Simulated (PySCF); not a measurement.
This PySCF input asks for the NMR shieldings of SMILES N#CCCPC1CCCC1, C$_{8}$H$_{14}$NP; the geometry comes from GFN2-xTB.

```python
import basis_set_exchange as bse
import numpy as np
from pyscf import gto, dft
from pyscf.prop import nmr

atoms = """
N     5.268249    1.432295   -0.707846
C     4.487063    0.787652   -0.177549
C     3.475594   -0.012578    0.462778
C     2.098556    0.288259   -0.138496
P     0.780910   -0.737353    0.698888
C    -0.630083   -0.337477   -0.453173
C    -1.782069   -1.337635   -0.293632
C    -3.009843   -0.527926   -0.693039
C    -2.759161    0.820899   -0.022105
C    -1.244934    1.044964   -0.146381
H     3.727769   -1.069424    0.328813
H     3.476975    0.205685    1.535044
H     2.102694    0.097084   -1.215532
H     1.851214    1.342497    0.018718
H     1.130400   -1.933485    0.048860
H    -0.264692   -0.363606   -1.486032
H    -1.641024   -2.229838   -0.902690
H    -1.866447   -1.645945    0.751497
H    -3.942580   -0.986738   -0.368777
H    -3.039308   -0.410384   -1.777845
H    -3.330925    1.625760   -0.481360
H    -3.042836    0.760470    1.029076
H    -1.018362    1.748155   -0.948226
H    -0.838893    1.458433    0.780030
"""
names = dict.fromkeys(["N", "C", "P", "H"], "pcSseg-1")
basis = {el: gto.basis.parse(bse.get_basis(n, elements=[el], fmt="nwchem")) for el, n in names.items()}
mol = gto.M(atom=atoms, basis=basis, charge=0, verbose=0)
mf = dft.RKS(mol, xc="PBE0")
mf.grids.level = 2
mf.grids.alignment = dft.numint.BLKSIZE   # the property module wants whole blocks of grid points
mf.conv_tol = 1e-9
mf.kernel()

calc = nmr.RKS(mf)   # GIAO
C = mf.mo_coeff
Co = C[:, mf.mo_occ > 0]
resp = mf.gen_response(singlet=True, hermi=2)
def vind(x):   # induced exchange potential for any number of trial vectors
    d = np.einsum("pi,xij,qj->xpq", C, 2 * x.reshape(-1, C.shape[1], Co.shape[1]), Co, optimize=True)
    return np.einsum("xpq,pi,qj->xij", resp(d - d.transpose(0, 2, 1)), C, Co, optimize=True).ravel()
mo1, _ = nmr.rhf.solve_mo1(calc, with_cphf=vind)
sigma = calc.kernel(mo1)
for i, s in enumerate(sigma):   # ppm
    print("%2d %-2s %9.2f" % (i, mol.atom_pure_symbol(i), np.trace(s) / 3))
```

Task: What are the results?

Result: 
```
 0 N     -30.20
 1 C      62.78
 2 C     170.52
 3 C     160.00
 4 P     397.71
 5 C     149.59
 6 C     150.08
 7 C     155.15
 8 C     157.04
 9 C     154.24
10 H      29.65
11 H      29.38
12 H      29.47
13 H      29.96
14 H      28.24
15 H      29.47
16 H      29.77
17 H      30.50
18 H      29.87
19 H      30.24
20 H      29.77
21 H      30.10
22 H      29.73
23 H      30.29
```

These numbers come from an equivalent density-fitted implementation of the same equations, which agrees with the script to about 0.01 ppm for H and up to a few tenths of a ppm for heavy atoms, so last digits may differ.

Size and cost of the density-fitted run: 247 basis functions, 56 s wall time on 1 thread of an Arm Neoverse V1, shared host; peak memory 1.2 GiB.
